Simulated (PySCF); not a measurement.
Input of a response calculation (the driver script's job line, then coordinates in Å):

```
{"job": {"kind": "uv", "xc": "CAM-B3LYP", "basis": "def2-SVPD", "ip": false, "nstates": 15}, "charge": 0, "multiplicity": 1}
Ga     0.577342     1.307664     0.735545
H      2.048193     0.798514     0.555010
H      0.028761     2.606532     1.395773
O     -0.705445     0.249925     0.090569
C     -0.517659    -0.972162    -0.552248
H     -0.930765    -0.939710    -1.576974
H     -1.047010    -1.778876    -0.013236
H      0.546593    -1.271886    -0.634439
```

Output:

```
coarse grid: 30136 points
cycle   1  E = -2040.8093330375  dE = -3.953e-01  |g| = 8.359e-01  |ddm| = 3.317e+00
cycle   2  E = -2040.5797244778  dE =  2.296e-01  |g| = 1.395e+00  |ddm| = 2.811e+00
cycle   3  E = -2040.9285099146  dE = -3.488e-01  |g| = 1.206e-01  |ddm| = 1.796e+00
cycle   4  E = -2040.9305476373  dE = -2.038e-03  |g| = 5.657e-02  |ddm| = 1.537e-01
cycle   5  E = -2040.9309329250  dE = -3.853e-04  |g| = 5.229e-03  |ddm| = 4.617e-02
cycle   6  E = -2040.9309392349  dE = -6.310e-06  |g| = 2.140e-03  |ddm| = 1.055e-02
final grid: 62568 points
cycle   7  E = -2040.9309077450  dE = -3.782e-07  |g| = 1.975e-03  |ddm| = 4.831e-03
cycle   8  E = -2040.9309078183  dE = -7.325e-08  |g| = 1.982e-03  |ddm| = 4.049e-03
cycle   9  E = -2040.9309085688  dE = -7.506e-07  |g| = 2.038e-04  |ddm| = 1.934e-03
cycle  10  E = -2040.9309085763  dE = -7.487e-09  |g| = 2.907e-05  |ddm| = 1.970e-04
cycle  11  E = -2040.9309085767  dE = -3.647e-10  |g| = 2.748e-05  |ddm| = 7.712e-05
converged SCF energy = -2040.9309085767

Static polarisability (au): isotropic 47.299, principal 37.879 46.778 57.238

Singlet excitations
state   eV       nm        f      main configurations
  1   5.5015    225.4   0.00195   H-1->L 0.96
  2   5.9754    207.5   0.06973   H->L 0.95
  3   6.2692    197.8   0.00215   H-2->L 0.96
  4   7.0764    175.2   0.00836   H->L+2 0.73, H->L+1 0.21
  5   7.3318    169.1   0.04217   H-1->L+2 0.65, H-1->L+1 0.26
  6   7.7005    161.0   0.00549   H->L+1 0.56, H->L+3 0.20, H->L+2 0.14
  7   7.9177    156.6   0.14392   H-1->L+1 0.57, H-1->L+2 0.22
  8   8.2275    150.7   0.01503   H-2->L+2 0.46, H-1->L+3 0.44
  9   8.3382    148.7   0.00012   H->L+3 0.69, H->L+4 0.14, H->L+1 0.10
 10   8.4758    146.3   0.03413   H-2->L+1 0.51, H-1->L+3 0.16, H-1->L+4 0.16
 11   8.5212    145.5   0.03999   H->L+4 0.76, H->L+1 0.10
 12   8.5882    144.4   0.11724   H-1->L+4 0.30, H-2->L+2 0.28, H-1->L+3 0.25
 13   8.8066    140.8   0.10933   H-3->L 0.92
 14   8.8661    139.8   0.17495   H-1->L+4 0.41, H-2->L+1 0.33
 15   9.1341    135.7   0.01590   H->L+6 0.78, H->L+7 0.12

Triplet excitations (Tamm-Dancoff, eV): 5.1116 5.2027 5.8614 6.6961
```

Computed with PySCF 2.14.0, density-fitted response routines, TDDFT CAM-B3LYP/def2-SVPD, vertical, gas phase, core orbitals frozen in the response. One conformer (not necessarily the lowest) at the PBE0-D3(BJ)/def2-SVP geometry, without solvent, vibrations or thermal averaging. Relativistic effects, spin–orbit coupling among them, are left out although an element past zinc is present.

Question: Give the mean polarisability in Å³.

Answer: 47.30 au × 0.148185 = 7.01 Å³.

Question: How much of the mean polarisability do the listed states account for?

Answer: The sum over states Σ f/ΔE² (ΔE in hartree) gives 8.94 au, 19% of the total; the rest comes from higher roots of the same response equations.

Question: What share of the summed oscillator strength falls to the strongest level in this window?

Answer: State 14 at 140 nm: 0.1749 of 0.7805, or 22%.

Question: What is the total energy of state 9 at this geometry?

Answer: -2040.93091 + 0.30642 = -2040.62449 hartree.

Question: What is the gap between the lowest singlet and the lowest triplet?

Answer: 5.5015 − 5.1116 = 0.3899 eV (full response against Tamm–Dancoff).

Question: Which species is it?

Answer: GaH2(OMe), `[O]([GaH2])C` (CH5GaO), point group Cs.

The SCF starts on a coarse grid; the energy jumps when the final grid takes over, and dE counts afresh there. H and L stand for HOMO and LUMO.
